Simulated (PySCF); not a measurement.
Electric field gradients and quadrupole coupling constants

Compound: isobutyl formate, C₅H₁₀O₂.
Structure used (PBE0-D3(BJ)/def2-SVP), in Å, numbered top down from 1:
```
atom  x, y, z in Å
C1    -1.0476   -1.4373   -0.0517
C2    -0.5495    0.0017   -0.0675
C3    -1.6785    0.9935   -0.3200
C4     0.5444    0.2054   -1.1066
O5     1.6628   -0.6579   -0.8916
C6     2.5908   -0.2379   -0.0366
O7     2.5793    0.7991    0.5624
H8    -0.2226   -2.1452    0.1143
H9    -1.7929   -1.5887    0.7439
H10   -1.5255   -1.6982   -1.0111
H11   -0.1018    0.2350    0.9145
H12   -2.1416    0.8260   -1.3070
H13   -2.4697    0.8874    0.4371
H14   -1.3209    2.0342   -0.2868
H15    0.8907    1.2498   -1.0983
H16    0.1763   -0.0459   -2.1129
H17    3.3924   -1.0031    0.0335
```

Field gradients from the PBE0/pcSseg-1 density (PySCF, non-relativistic), principal values in atomic units, ordered |Vxx| ≤ |Vyy| ≤ |Vzz|:

```
atom      Vxx      Vyy      Vzz
  O5  -0.5766  -1.0567   1.6334
  O7   0.5932   1.0169  -1.6101
```

Task: Find the asymmetry η = (Vxx − Vyy)/Vzz and the couplings χ = eQV/h (234.96 MHz × Q in barn × V in au), with Q(17O) = −0.0256 b.

Result: 
| atom | environment | nucleus | η | χzz (MHz) | χxx (MHz) | χyy (MHz) |
| --- | --- | --- | --- | --- | --- | --- |
| O5 | ester single-bonded oxygen | 17O | 0.29 | -9.82 | 3.47 | 6.36 |
| O7 | ester carbonyl oxygen | 17O | 0.26 | 9.68 | -3.57 | -6.12 |

Task: What is Vzz at O7 in SI units (1 au = 9.71736 × 10²¹ V/m²)?

Result: -1.6101 au = -15.646 × 10²¹ V/m².

Task: What couplings would deuterons (Q(2H) = 0.00286 b) have in place of the hydrogens, at this geometry?

Result: 
```tsv
atom	bonded to	bond length (Å)	Vzz (au)	η	χzz (kHz)
H8	C1	1.100	0.2925	0.02	197
H9	C1	1.101	0.2929	0.02	197
H10	C1	1.103	0.2880	0.03	194
H11	C2	1.104	0.2760	0.01	185
H12	C3	1.103	0.2877	0.03	193
H13	C3	1.100	0.2928	0.02	197
H14	C3	1.101	0.2907	0.02	195
H15	C4	1.100	0.2763	0.11	186
H16	C4	1.101	0.2804	0.07	188
H17	C6	1.110	0.2640	0.03	177
```

The structure is a single PBE0-D3(BJ)/def2-SVP conformer in the gas phase; no vibrational or solvent corrections. These gradients aren't converged with respect to the basis.

The run behind these numbers computed NMR shieldings as well. The run took 21 s wall on one thread of an Arm Neoverse V2, shared host.
